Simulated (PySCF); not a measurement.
Si(CCH)(Cl)(Me)2 (C4H7ClSi), SMILES C(#C)[Si](C)(C)Cl.

Coordinates come from a B3LYP-D3(BJ)/def2-SVP optimisation.

Computed with PySCF 2.14.0 with TDDFT-PBE/def2-SVPD.

Vertical excitations. The molecule is in vacuum. State labels are in the subgroup Cs.

Question: Estimate the UV-visible absorptions. (The exact figures need the calculation; the answer reports its results.)

Answer: 
```
state  symmetry  energy (eV)  λ (nm)      f                                              main pairs
-----  --------  -----------  ------  -----  ------------------------------------------------------
S1           A"         5.73     216  0.000                                          HOMO→LUMO 98 %
S2           A'         6.06     204  0.012                      HOMO−1→LUMO 59 %, HOMO→LUMO+1 38 %
S3           A"         6.12     202  0.000                    HOMO−2→LUMO 81 %, HOMO−1→LUMO+1 19 %
S4           A"         6.22     199  0.001                    HOMO−1→LUMO+1 79 %, HOMO−2→LUMO 19 %
S5           A'         6.33     196  0.027  HOMO−3→LUMO 55 %, HOMO→LUMO+1 22 %, HOMO−2→LUMO+1 19 %
S6           A'         6.42     193  0.007                    HOMO−2→LUMO+1 57 %, HOMO−3→LUMO 37 %
S7           A"         6.67     186  0.002                                      HOMO−3→LUMO+1 98 %
S8           A"         6.85     181  0.058                                        HOMO→LUMO+2 98 %
S9           A'         6.93     179  0.012                                     HOMO−1→LUMO+2 100 %
S10          A"         7.22     172  0.003                    HOMO−2→LUMO+2 73 %, HOMO−4→LUMO 26 %
T1           A'         4.86     255      0                      HOMO−1→LUMO 63 %, HOMO→LUMO+1 23 %
T2           A"         5.24     236      0                      HOMO→LUMO 65 %, HOMO−1→LUMO+1 24 %
T3           A'         5.30     234      0  HOMO→LUMO+1 58 %, HOMO−1→LUMO 29 %, HOMO−2→LUMO+1 11 %
T4           A"         5.83     213      0    HOMO−2→LUMO 36 %, HOMO→LUMO 32 %, HOMO−1→LUMO+1 31 %
```
Triplets are in the Tamm–Dancoff approximation, which puts them higher than full response would, so one can lie above its singlet here.
